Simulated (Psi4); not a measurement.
diethyl ether (C₄H₁₀O), singlet, at a GFN2-xTB geometry; CCSD(T)/STO-3G run with Psi4 1.11.

Input for Psi4:
```
memory 2 GB

molecule mol {
0 1
  C     2.310993    0.429477   -0.101282
  C     0.806769    0.652775   -0.113293
  O     0.180120   -0.517695    0.366001
  C    -1.200705   -0.396782    0.609424
  C    -2.054427   -0.300458   -0.654687
  H     2.645654    0.214595    0.909714
  H     2.560890   -0.417470   -0.733897
  H     2.822100    1.315147   -0.468628
  H     0.541827    1.506769    0.531197
  H     0.472670    0.881418   -1.136113
  H    -1.394038    0.475801    1.254009
  H    -1.463539   -1.303290    1.161448
  H    -3.105742   -0.361442   -0.387101
  H    -1.812346   -1.120138   -1.326558
  H    -1.884219    0.640103   -1.173059
}

set basis sto-3g
set reference rhf
set freeze_core true
set mp2_type conv
set scf_type pk
set puream true
set d_convergence 1e-8

energy('ccsd(t)')
print_variables()
```

**Question.** Predict the main parts of the log of this Psi4 run.

**Answer.** 
```
   => Loading Basis Set <=

    Name: STO-3G
    Role: ORBITAL
    Keyword: BASIS

         ---------------------------------------------------------
                                   SCF
               by Justin Turney, Rob Parrish, Andy Simmonett
                          and Daniel G. A. Smith
                              RHF Reference
         ---------------------------------------------------------

  ==> Geometry <==

    Molecular point group: c1
    Full point group: C1

    Geometry (in Angstrom), charge = 0, multiplicity = 1:

       Center              X                  Y                   Z               Mass
    ------------   -----------------  -----------------  -----------------  -----------------
         C            2.302744466433     0.453973304885    -0.119593602745    12.000000000000
         C            0.798520466433     0.677271304885    -0.131604602745    12.000000000000
         O            0.171871466433    -0.493198695115     0.347689397255    15.994914619570
         C           -1.208953533567    -0.372285695115     0.591112397255    12.000000000000
         C           -2.062675533567    -0.275961695115    -0.672998602745    12.000000000000
         H            2.637405466433     0.239091304885     0.891402397255     1.007825032230
         H            2.552641466433    -0.392973695115    -0.752208602745     1.007825032230
         H            2.813851466433     1.339643304885    -0.486939602745     1.007825032230
         H            0.533578466433     1.531265304885     0.512885397255     1.007825032230
         H            0.464421466433     0.905914304885    -1.154424602745     1.007825032230
         H           -1.402286533567     0.500297304885     1.235697397255     1.007825032230
         H           -1.471787533567    -1.278793695115     1.143136397255     1.007825032230
         H           -3.113990533567    -0.336945695115    -0.405412602745     1.007825032230
         H           -1.820594533567    -1.095641695115    -1.344869602745     1.007825032230
         H           -1.892467533567     0.664599304885    -1.191370602745     1.007825032230

  Running in c1 symmetry.

  Rotational constants: A =      0.46496  B =      0.08315  C =      0.07764 [cm^-1]
  Rotational constants: A =  13939.23184  B =   2492.75102  C =   2327.58969 [MHz]
  Nuclear repulsion =  191.929785369268188

  Charge       = 0
  Multiplicity = 1
  Electrons    = 42
  Nalpha       = 21
  Nbeta        = 21

  ==> Algorithm <==

  SCF Algorithm Type is PK.
  DIIS enabled.
  MOM disabled.
  Fractional occupation disabled.
  Guess Type is SAD.
  Energy threshold   = 1.00e-08
  Density threshold  = 1.00e-08
  Integral threshold = 1.00e-12

  ==> Primary Basis <==

  Basis Set: STO-3G
    Blend: STO-3G
    Number of shells: 25
    Number of basis functions: 35
    Number of Cartesian functions: 35
    Spherical Harmonics?: true
    Max angular momentum: 1

  ==> Integral Setup <==

  Using in-core PK algorithm.
   Calculation information:
      Number of atoms:                  15
      Number of AO shells:              25
      Number of primitives:             75
      Number of atomic orbitals:        35
      Number of basis functions:        35

      Integral cutoff                 1.00e-12
      Number of threads:                 1

  Performing in-core PK
  Using 397530 doubles for integral storage.
  We computed 50637 shell quartets total.
  Whereas there are 52975 unique shell quartets.

  ==> DiskJK: Disk-Based J/K Matrices <==

    J tasked:                  Yes
    K tasked:                  Yes
    wK tasked:                  No
    Schwarz Cutoff:          1E-12

  Minimum eigenvalue in the overlap matrix is 2.0802100396E-01.
  Reciprocal condition number of the overlap matrix is 8.3666038409E-02.
    Using symmetric orthogonalization.

  ==> Pre-Iterations <==

  SCF Guess: Superposition of Atomic Densities via on-the-fly atomic UHF (no occupation information).

   -------------------------
    Irrep   Nso     Nmo
   -------------------------
     A         35      35
   -------------------------
    Total      35      35
   -------------------------

  ==> Iterations <==

                        Total Energy        Delta E     RMS |[F,P]|

   @RHF iter SAD:  -224.90367157625320   -2.24904e+02   0.00000e+00
   @RHF iter   1:  -229.23861900518648   -4.33495e+00   8.22910e-03 ADIIS/DIIS
   @RHF iter   2:  -229.29170704819293   -5.30880e-02   2.28581e-03 ADIIS/DIIS
   @RHF iter   3:  -229.29564683017526   -3.93978e-03   4.58903e-04 ADIIS/DIIS
   @RHF iter   4:  -229.29593527385541   -2.88444e-04   5.52374e-05 DIIS
   @RHF iter   5:  -229.29594030886454   -5.03501e-06   1.35845e-05 DIIS
   @RHF iter   6:  -229.29594062926765   -3.20403e-07   3.10144e-06 DIIS
   @RHF iter   7:  -229.29594064693148   -1.76638e-08   6.39398e-07 DIIS
   @RHF iter   8:  -229.29594064754949   -6.18002e-10   8.35263e-08 DIIS
   @RHF iter   9:  -229.29594064755918   -9.69180e-12   1.32475e-08 DIIS
   @RHF iter  10:  -229.29594064755923   -5.68434e-14   2.49896e-09 DIIS
  Energy and wave function converged.

  ==> Post-Iterations <==

    Orbital Energies [Eh]
    ---------------------

    Doubly Occupied:

[...]
    Virtual:

[...]
    Final Occupation by Irrep:
              A
    DOCC [    21 ]
    NA   [    21 ]
    NB   [    21 ]

  @RHF Final Energy:  -229.29594064755923

   => Energetics <=

    Nuclear Repulsion Energy =            191.9297853692681883
    One-Electron Energy =                -692.8487560034120634
    Two-Electron Energy =                 271.6230299865846405
    Total Energy =                       -229.2959406475592345

Computation Completed

Properties will be evaluated at   0.000000,   0.000000,   0.000000 [a0]

Properties computed using the SCF density matrix

 Multipole Moments:

 ------------------------------------------------------------------------------------
     Multipole            Electronic (a.u.)      Nuclear  (a.u.)        Total (a.u.)
[...]
	Total:                                     0.050 (MW) /      0.401 (MB)

	Nuclear Rep. energy          =    191.92978536926819
	SCF energy                   =   -229.29594064755923
	One-electron energy          =   -288.69739213557438
	Two-electron energy          =    134.05482376696611
	Reference energy             =   -229.29594064755909

            **************************
            *                        *
            *        CCENERGY        *
            *                        *
            **************************

    Nuclear Rep. energy (wfn)     =  191.929785369268188
    SCF energy          (wfn)     = -229.295940647559235
    Reference energy    (file100) = -229.295940647559092

    Input parameters:
    -----------------
    Wave function   =     CCSD_T
    Reference wfn   =     RHF
    Brueckner       =     No
    Maxiter         =     50
    R_Convergence   =     1.0e-07
    E_Convergence   =     1.0e-06
    Restart         =     Yes
    DIIS            =     Yes
    AO Basis        =     NONE
    ABCD            =     NEW
    Cache Level     =     2
    Cache Type      =     LOW
    Print Level     =     1
    Num. of threads =     1
    # Amps to Print =     10
    Print MP2 Amps? =     No
    Analyze T2 Amps =     No
    Print Pair Ener =     No
    Local CC        =     No
    SCS-MP2         =     False
    SCSN-MP2        =     False
    SCS-CCSD        =     False

MP2 correlation energy -0.2397859911750224
                Solving CC Amplitude Equations
                ------------------------------
  Iter             Energy              RMS        T1Diag      D1Diag    New D1Diag    D2Diag
  ----     ---------------------    ---------   ----------  ----------  ----------   --------
     0        -0.239785991175022    0.000e+00    0.000000    0.000000    0.000000    0.093482
     1        -0.292528653564509    8.128e-02    0.003792    0.016252    0.016252    0.113838
     2        -0.316630645689039    2.885e-02    0.004885    0.020490    0.020490    0.124386
     3        -0.318096394206127    5.222e-03    0.005253    0.022130    0.022130    0.125323
     4        -0.318417941580176    1.930e-03    0.005319    0.022306    0.022306    0.125662
     5        -0.318431498969169    4.772e-04    0.005342    0.022366    0.022366    0.125701
     6        -0.318427671110049    1.219e-04    0.005348    0.022380    0.022380    0.125702
     7        -0.318426789555156    4.483e-05    0.005350    0.022381    0.022381    0.125701
     8        -0.318426997531610    1.387e-05    0.005350    0.022381    0.022381    0.125700
     9        -0.318426959787516    3.243e-06    0.005350    0.022381    0.022381    0.125700
    10        -0.318426873817528    1.067e-06    0.005350    0.022381    0.022381    0.125700
    11        -0.318426872409803    3.172e-07    0.005350    0.022381    0.022381    0.125700
    12        -0.318426878680816    1.331e-07    0.005350    0.022381    0.022381    0.125700
    13        -0.318426886289156    4.765e-08    0.005350    0.022381    0.022381    0.125700

    Iterations converged.

    Largest TIA Amplitudes:
             14   0        -0.0131284743
             15   5        -0.0092184105
             15   4         0.0089591085
             15  12        -0.0083139595
             15   2         0.0062490259
             14   3         0.0059865582
             15   3        -0.0058649169
             14   6         0.0052483425
             15   9        -0.0050592985
              8   0        -0.0048588392

    Largest TIjAb Amplitudes:
     14  14   0   0        -0.0283644720
     13  13   1   1        -0.0246185986
      6   6   1   1        -0.0244786554
     12  12   2   2        -0.0223305935
      8   8   5   5        -0.0208799149
      0  14   0   0        -0.0186082581
     14   0   0   0        -0.0186082581
      0   0   0   0        -0.0172093551
     14  14  13  13        -0.0171458100
     15  15   0   0        -0.0167962451

    SCF energy       (wfn)                    = -229.295940647559235
    Reference energy (file100)                = -229.295940647559092

    Opposite-spin MP2 correlation energy      =   -0.214143705718105
    Same-spin MP2 correlation energy          =   -0.025642285456917
    Singles MP2 correlation energy            =   -0.000000000000000
    MP2 correlation energy                    =   -0.239785991175022
      * MP2 total energy                      = -229.535726638734104

    Opposite-spin CCSD correlation energy     =   -0.296378422006978
    Same-spin CCSD correlation energy         =   -0.022048464282178
    Singles CCSD correlation energy           =    0.000000000000000
    CCSD correlation energy                   =   -0.318426886289156
      * CCSD total energy                     = -229.614367533848252

            **************************
            *                        *
            *        CCTRIPLES       *
            *                        *
            **************************

    Wave function   =    CCSD_T
    Reference wfn   =      RHF

    Nuclear Rep. energy (wfn)                =  191.929785369268188
    SCF energy          (wfn)                = -229.295940647559235
    Reference energy    (file100)            = -229.295940647559092
    CCSD energy         (file100)            =   -0.318426886289156
    Total CCSD energy   (file100)            = -229.614367533848252

    Number of ijk index combinations:              816
    Approx. words needed per explicit thread:           10976
    Number of threads for explicit ijk threading:    1

    MKL num_threads set to 1 for explicit threading.

    (T) energy                                =   -0.002581028283041
      * CCSD(T) total energy                  = -229.616948562131284

  Variable Map:
  ----------------------------------------------------------------------------
[...]
  Array Variable Map:
  ----------------------------------------------------------------------------
[...]
[...]
```
